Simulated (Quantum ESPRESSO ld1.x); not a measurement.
All-electron atom: Re16+ in [Xe] 4f3 6s2 (not the ground configuration). Calculated with ld1.x of Quantum ESPRESSO 7.5: Dirac Kohn-Sham, PW91, spin-unpolarised, spherical densities, point nucleus; open shells are shared between the two j in proportion to 2j + 1.

Unscreened Slater integrals over Kohn-Sham orbitals (cm^-1). Large and small components are both included. Empty in this configuration: 5d3/2, 5d5/2, 6p1/2, 6p3/2.

| integral | value |
|---|---|
| F0(6p3/2,6p3/2) | 122860 |
| F2(6p3/2,6p3/2) | 66588 |
| F0(6p3/2,6p1/2) | 125290 |
| G2(6p3/2,6p1/2) | 66624 |
| F0(6p3/2,6s1/2) | 127630 |
| G1(6p3/2,6s1/2) | 83478 |
| F0(6p3/2,5d5/2) | 143740 |
| F2(6p3/2,5d5/2) | 57693 |
| G1(6p3/2,5d5/2) | 15842 |
| G3(6p3/2,5d5/2) | 16546 |
| F0(6p3/2,5d3/2) | 144190 |
| F2(6p3/2,5d3/2) | 57203 |
| G1(6p3/2,5d3/2) | 15404 |
| G3(6p3/2,5d3/2) | 16169 |
| F0(6p1/2,6p1/2) | 127980 |
| F0(6p1/2,6s1/2) | 130570 |
| G1(6p1/2,6s1/2) | 89885 |
| F0(6p1/2,5d5/2) | 148280 |
| G3(6p1/2,5d5/2) | 19107 |
| F0(6p1/2,5d3/2) | 148770 |
| G1(6p1/2,5d3/2) | 18244 |
| F0(6s1/2,6s1/2) | 133420 |
| F0(6s1/2,5d5/2) | 152920 |
| G2(6s1/2,5d5/2) | 23749 |
| F0(6s1/2,5d3/2) | 153440 |
| G2(6s1/2,5d3/2) | 22721 |
| F0(5d5/2,5d5/2) | 197710 |
| F2(5d5/2,5d5/2) | 105220 |
| F4(5d5/2,5d5/2) | 72775 |
| F0(5d5/2,5d3/2) | 199060 |
| F2(5d5/2,5d3/2) | 105880 |
| G2(5d5/2,5d3/2) | 105720 |
| G4(5d5/2,5d3/2) | 73121 |
| F0(5d3/2,5d3/2) | 200450 |
| F2(5d3/2,5d3/2) | 106630 |
